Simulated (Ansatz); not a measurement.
Relaxation of Cl$_{5}$FTa (7 atoms, charge 0, multiplicity 2), to a largest force component of 0.03 eV/Å in at most 50 steps.

The calculation used UKS PBE/def2-SVP in Ansatz.

```xyz
7
Properties=species:S:1:pos:R:3:forces:R:3
Ta -0.093 0.000 0.000 0.62 0.00 0.00
F 1.816 0.000 0.000 -0.64 0.00 0.00
Cl 0.065 0.000 2.336 0.00 0.00 0.00
Cl 0.065 0.000 -2.336 0.00 0.00 0.00
Cl -1.340 1.923 0.000 0.00 0.00 0.00
Cl -1.340 -1.923 0.000 0.00 0.00 0.00
Cl 4.517 0.000 0.000 0.03 0.00 0.00
```

Question: Where does it end, and by what steps?

Answer: The forces met the threshold. The force dipped under the threshold on the way, but the program's further checks kept it going. After 3 steps the energy has fallen by 0.009 eV; Cl7 moved furthest, 0.05 Å.

```
step  energy less start (eV)  largest force component (eV/Å)  accepted
   0                  0.0000                           0.644       yes
   1                 -0.0078                           0.118       yes
   2                 -0.0089                           0.023       yes
   3                 -0.0095                           0.010       yes
```

```xyz
7
Properties=species:S:1:pos:R:3
Ta -0.096 0.000 0.000
F 1.787 0.000 0.000
Cl 0.047 0.000 2.338
Cl 0.047 0.000 -2.338
Cl -1.329 1.934 0.000
Cl -1.329 -1.934 0.000
Cl 4.564 0.000 0.000
```

Whether the end is a true minimum wasn't checked by a vibrational analysis.

Run time: 110 s on 4 threads of Arm Neoverse V1, with other jobs on the host, peak memory 0.43 GiB.
